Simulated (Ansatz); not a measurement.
Ideal-gas functions of `[OH][Al]([SH])[CH2]F` at 500 K and 1 bar, from an Ansatz frequency run at PBE0-D4/def2-TZVP.

Molar mass 110.09 g/mol, point group Cs (symmetry number 1), electronic degeneracy 1, moments of inertia 101.798, 313.393, 412.091 u Å². Harmonic wavenumbers (cm⁻¹, unscaled): 20, 97, 169, 187, 207, 272, 317, 462, 582, 597, 651, 653, 896, 1058, 1246, 1284, 1456, 2712, 3021, 3065, 3979.

Use S(trans) = R[1.5 ln M + 2.5 ln T − 1.1517]; rotational temperatures θ = 24.2544 K / I; S(rot) = R[ln(√π/σ · √(T³/θAθBθC)) + 1.5]; for each mode x = 1.438777 ν̃/T, S = R[x/(eˣ − 1) − ln(1 − e⁻ˣ)] and H = RT x/(eˣ − 1); 1 cm⁻¹ = 0.0119627 kJ/mol; R = 8.31446 J/(mol·K).

Q: By hand: the entropy, in J/(mol·K).

A: Translation 178.2. Rotation: θ = 0.2383, 0.0774, 0.0589 K, giving 123.1. Vibration, mode by mode: 32.05, 18.95, 14.39, 13.57, 12.74, 10.56, 9.36, 6.53, 4.94, 4.77, 4.21, 4.19, 2.42, 1.67, 1.08, 0.99, 0.66, 0.03, 0.01, 0.01, 0.00, in all 143.2. Electronic 0.0. Sum 444.5 J/(mol·K).

Q: By hand: H − E and G − E in kJ/mol, counted from the electronic energy.

A: Zero-point energy ½ × 22931 × 0.0119627 = 137.2; thermal vibration 32.9; translation, rotation and pV give 4 RT = 16.6. H − E = 186.7 kJ/mol, and G − E = 186.7 − 500 × 444.5/1000 = -35.6 kJ/mol.

Vibration gives 32 % of the entropy, 51.0 J/(mol·K) of it from the modes under 150 cm⁻¹: soft modes count most, and the harmonic formula is weakest for them. The sum counts one conformer and one mirror image; others add a mixing term.
